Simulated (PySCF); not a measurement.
## Computed properties of Al(F)(Et)(NH2) (C2H7AlFN), SMILES C[CH2][Al]([NH2])[F]

C₂H₇AlFN, SMILES C[CH2][Al]([NH2])[F]. Coordinates come from a B3LYP-D3(BJ)/def2-SVP optimisation. The structure was generated by enumeration; whether it is a known compound was not checked. One conformer was computed; it need not be the lowest. All values are computed for the isolated molecule unless a solvent is named; none is compared with measurement here.

**Structure.** The optimised structure has Cs symmetry. All 30 harmonic modes at B3LYP-D3(BJ)/def2-SVP (PySCF) are real, so it is a minimum. With heavy atoms numbered as in [Al:1]([F:2])([CH2:3][CH3:4])[NH2:10], the shortest bond between them is C3–C4 at 1.538 Å and the longest Al1–C3 at 1.952 Å.

**Vibrations.** The strongest infrared lines (harmonic, unscaled, degenerate partners summed) lie at 429 cm⁻¹ (178 km/mol, H 81 %, N 18 %), 815 cm⁻¹ (149 km/mol, Al 42 %, N 25 %, F 19 %, H 10 %), 900 cm⁻¹ (113 km/mol, Al 47 %, F 26 %, N 17 %, H 10 %). The softest mode is at 47 cm⁻¹ and the zero-point energy is 58.0 kcal/mol.

**Electronic structure.** HF/def2-TZVP (PySCF) places the frontier levels at -10.99 and 2.56 eV, a gap of 13.55 eV, and gives a dipole moment of 2.20 D and a mean polarisability of 49.7 bohr³. PBE/def2-TZVP (PySCF) at the same geometry gives -6.10 and -0.85 eV, so its gap is 8.30 eV narrower. An orbital gap is neither the optical nor the fundamental gap.

**Excitations.** TDDFT-M06-2X/def2-SVPD (PySCF) has S1 at 6.20 eV (200 nm, f = 0.059, bright); the most intense of the 10 singlets computed lies at 7.35 eV (f = 0.12). T1 (TDA) is at 5.89 eV. TDDFT-PBE/def2-SVPD (PySCF) puts S1 at 5.23 eV. No vertical singlet excitation falls in the visible range (under 3.1 eV).

**NMR.** GIAO shifts at HF/pcSseg-1 (PySCF) (non-relativistic, atoms alike by connectivity averaged): ¹³C from -4.3 to 11.8 ppm against TMS; ¹H from 0.4 to 1.4 ppm against TMS; ¹⁹F at -146.0 ppm against CFCl3.
